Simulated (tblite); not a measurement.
Compound: C7H9BCl2.
Atom-mapped SMILES: `[BH2:1][CH2:2]/[C:3]([CH3:4])=[CH:5]\[C:6]#[C:7][CH:8]([Cl:9])[Cl:10]` (hydrogens: H11, H12 on B1; H13, H14 on C2; H15, H16, H17 on C4; H18 on C5; H19 on C8)

Computed with GFN2-xTB (tblite), gas phase: L-BFGS steps from a force-field or distance-geometry start until the largest atomic force falls under 0.01 eV/Å.

Step 15: E = -811.3248 eV
```
atom  x, y, z in Å  |  force x, y, z in eV/Å
B1     -1.2542    1.6459   -0.4495   -0.005  -0.004   0.029
C2     -1.0419    0.2231   -1.1059    0.012   0.006  -0.036
C3     -1.0990   -0.8371   -0.0458   -0.027   0.004  -0.008
C4     -2.3613   -1.6203    0.1363   -0.038  -0.013   0.001
C5     -0.0393   -1.0839    0.7375    0.034  -0.004   0.006
C6      1.1690   -0.3819    0.6349    0.012  -0.019   0.036
C7      2.2222    0.2061    0.6165    0.037   0.014   0.027
C8      3.4463    0.9345    0.5118   -0.006  -0.015   0.005
Cl9     3.1186    2.6124   -0.0384    0.029  -0.001  -0.005
Cl10    4.5557    0.1349   -0.6630    0.000   0.025  -0.002
H11    -2.2395    1.8664    0.1384   -0.024  -0.027   0.024
H12    -0.4355    2.4727   -0.5404   -0.012   0.004  -0.014
H13    -1.8344    0.0351   -1.8326   -0.009  -0.012  -0.028
H14    -0.0873    0.1518   -1.6248    0.052   0.016  -0.025
H15    -2.7302   -1.5287    1.1566   -0.002  -0.003   0.024
H16    -3.1412   -1.2888   -0.5418   -0.018   0.035  -0.015
H17    -2.1704   -2.6770   -0.0506   -0.022  -0.016   0.002
H18    -0.0726   -1.8576    1.4933   -0.008   0.002   0.014
H19     3.9853    1.0016    1.4602   -0.007   0.008  -0.033
```

Step 16: E = -811.3254 eV
```
atom  x, y, z in Å  |  force x, y, z in eV/Å
B1     -1.2555    1.6433   -0.4491   -0.002   0.000   0.027
C2     -1.0406    0.2225   -1.1073    0.010  -0.007  -0.031
C3     -1.0989   -0.8366   -0.0460   -0.019  -0.004  -0.001
C4     -2.3624   -1.6187    0.1367   -0.030  -0.005  -0.007
C5     -0.0383   -1.0827    0.7366    0.030  -0.012   0.021
C6      1.1703   -0.3809    0.6355    0.009  -0.015   0.022
C7      2.2240    0.2064    0.6179    0.008  -0.002   0.032
C8      3.4475    0.9348    0.5120   -0.012  -0.022   0.018
Cl9     3.1181    2.6102   -0.0384    0.024   0.038  -0.015
Cl10    4.5531    0.1352   -0.6630    0.029   0.008  -0.025
H11    -2.2392    1.8600    0.1417   -0.036  -0.025   0.029
H12    -0.4397    2.4723   -0.5403   -0.003   0.012  -0.016
H13    -1.8312    0.0334   -1.8353   -0.021  -0.014  -0.032
H14    -0.0856    0.1514   -1.6252    0.060   0.018  -0.023
H15    -2.7332   -1.5277    1.1563    0.013  -0.004   0.031
H16    -3.1420   -1.2851   -0.5405   -0.022   0.040  -0.027
H17    -2.1739   -2.6754   -0.0526   -0.017  -0.018   0.007
H18    -0.0693   -1.8554    1.4939   -0.021   0.002   0.009
H19     3.9870    1.0023    1.4597    0.002   0.009  -0.018
```

Step 17: E = -811.3261 eV
```
atom  x, y, z in Å  |  force x, y, z in eV/Å
B1     -1.2571    1.6403   -0.4483   -0.002  -0.002   0.019
C2     -1.0389    0.2216   -1.1096    0.007  -0.021  -0.018
C3     -1.0988   -0.8363   -0.0461   -0.001  -0.013   0.001
C4     -2.3644   -1.6169    0.1371   -0.012   0.010  -0.014
C5     -0.0369   -1.0815    0.7359    0.006  -0.017   0.027
C6      1.1721   -0.3800    0.6365    0.002  -0.011   0.006
C7      2.2262    0.2066    0.6201   -0.028  -0.020   0.035
C8      3.4489    0.9350    0.5126   -0.013  -0.020   0.020
Cl9     3.1179    2.6084   -0.0386    0.018   0.069  -0.021
Cl10    4.5507    0.1356   -0.6635    0.054  -0.009  -0.044
H11    -2.2396    1.8520    0.1461   -0.037  -0.024   0.029
H12    -0.4446    2.4722   -0.5405    0.001   0.017  -0.014
H13    -1.8277    0.0311   -1.8391   -0.020  -0.013  -0.028
H14    -0.0826    0.1513   -1.6261    0.048   0.019  -0.012
H15    -2.7364   -1.5265    1.1565    0.028  -0.006   0.026
H16    -3.1433   -1.2801   -0.5395   -0.018   0.038  -0.028
H17    -2.1784   -2.6738   -0.0549   -0.016  -0.010   0.012
H18    -0.0659   -1.8530    1.4949   -0.035   0.002   0.003
H19     3.9891    1.0032    1.4590    0.016   0.010   0.002
```

Task: Estimate the geometry and energy of step 18. (The exact step hangs on the optimiser's Hessian estimate; all steps are aligned on step 17, rigid shifts and turns removed.)

Result: E = -811.3269 eV, largest force 0.085 eV/Å
```
atom  x, y, z in Å  |  force x, y, z in eV/Å
B1     -1.2590    1.6369   -0.4470   -0.003  -0.008   0.006
C2     -1.0367    0.2202   -1.1127    0.004  -0.027   0.001
C3     -1.0986   -0.8362   -0.0461    0.019  -0.020  -0.005
C4     -2.3670   -1.6148    0.1373    0.010   0.025  -0.018
C5     -0.0354   -1.0805    0.7356   -0.029  -0.018   0.025
C6      1.1740   -0.3793    0.6379   -0.008  -0.008  -0.011
C7      2.2285    0.2066    0.6233   -0.052  -0.032   0.033
C8      3.4504    0.9348    0.5135   -0.007  -0.006   0.009
Cl9     3.1181    2.6075   -0.0392    0.014   0.077  -0.020
Cl10    4.5488    0.1361   -0.6649    0.066  -0.018  -0.050
H11    -2.2408    1.8424    0.1518   -0.026  -0.025   0.022
H12    -0.4502    2.4723   -0.5409   -0.003   0.015  -0.010
H13    -1.8242    0.0284   -1.8440   -0.005  -0.012  -0.015
H14    -0.0783    0.1517   -1.6273    0.019   0.018   0.006
H15    -2.7395   -1.5253    1.1571    0.043  -0.006   0.010
H16    -3.1451   -1.2736   -0.5388   -0.004   0.030  -0.018
H17    -2.1838   -2.6721   -0.0573   -0.017   0.007   0.015
H18    -0.0628   -1.8503    1.4962   -0.047  -0.003   0.003
H19     3.9918    1.0045    1.4583    0.028   0.010   0.018
```

The energy changes by -0.0008 eV. The first-order estimate −F·Δx gives -0.0011 eV and the mean of the old and new forces, exact on a quadratic surface, -0.0008 eV. The step makes an angle of 72° with the force vector and moves no atom by more than 0.011 Å.

The cost below is that of the whole relaxation. Time: 2.4 s wall. Hardware: Arm Neoverse N1, one thread, shared host.
